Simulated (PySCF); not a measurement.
How methods differ on the excitation energy of Pb⁺

Pb⁺ [Xe] 4f14 5d10 6s2 6p1 (2P) → Pb⁺ [Xe] 4f14 5d10 6s1 6p2 (4P), as a difference of total energies. Calculation: PySCF 2.14, in x2c-TZVPPall; the spin-free X2C one-electron Hamiltonian (Gaussian nucleus). Correlated levels: valence and next inner shell: [Kr] 4d10 4f14 frozen. The calculations carry no spin-orbit coupling.

| method | excitation energy (eV) |
| --- | --- |
| UHF | 6.041 |
| MP2 (valence and next inner shell) | 7.744 |
| SCS-MP2 (valence and next inner shell) | 7.801 |
| CCSD (valence and next inner shell) | 7.459 |
| CCSD(T) (valence and next inner shell) | 7.524 |

Q: How much does correlation contribute at CCSD(T) (valence and next inner shell)?

A: 7.524 − (6.041) = 1.483 eV, measured against UHF.

Spin-orbit coupling is strong in these open shells (close to jj coupling). The scalar numbers leave it out and a first-order estimate fails, so it can dominate the gap to the real levels.
